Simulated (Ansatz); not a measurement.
Basis-set extrapolation for F$_{2}$HOSSi, SMILES `O[Si](F)(F)[S]` radical (PBE0-D4/def2-TZVP geometry, frozen core, Ansatz). Multiplicity 2, UHF reference.

|  | def2-TZVPP | def2-QZVPP |
| --- | --- | --- |
| HF | -961.152291 | -961.186559 |
| MP2 correlation | -0.984478 | -1.077097 |
| CCSD(T) correlation | -1.041690 | not run |

Energies in hartree. Use E(X) = E(∞) + A·exp(−7.88·√X) for Hartree–Fock and E(X) = E(∞) + B·X^(−2.97) for correlation, with X = 3 and 4, and add CCSD(T) minus MP2 of the smaller set to the MP2 limit.

Q: What is the CCSD(T) energy at the basis-set limit?

A: HF limit: -961.186559 + (-0.034268) × 0.13774 = -961.19128. MP2 limit: -1.077097 + (-0.092619) × 0.74074 = -1.14570. Higher-order term: -1.041690 − (-0.984478) = -0.05721. Total: -962.39419 hartree, 125.6 kcal/mol below CCSD(T)/def2-TZVPP.
